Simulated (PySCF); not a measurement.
**Nuclear repulsion and electron count by hand**

System: HN (SMILES [NH]), triplet, geometry from GFN2-xTB. Level: PySCF with CCSD(T)/cc-pVDZ. Sums are taken with unrounded values, so a last digit can differ.

Coordinates (Å):

```
atom        x        y         z
----  -------  -------  --------
N1    0.00000  0.00000  -0.12796
H2    0.00000  0.00000   0.89570
```

Problem. Work out the nuclear repulsion energy and the numbers of alpha and beta electrons.

Solution. In atomic units each pair adds Z_i Z_j / r_ij, with r in bohr (1 bohr = 0.529177 Å).
| pair | r (Å) | r (bohr) | Z_i Z_j | term (Eh) |
|---|---|---|---|---|
| N1-H2 | 1.0237 | 1.9344 | 7 | 3.6186 |
The sum is 3.6186 Eh; PySCF gives 3.6186 Eh. The atomic numbers add up to 8, so at charge +0 there are 8 electrons; multiplicity 3 means 2 unpaired, so 5 alpha and 3 beta.
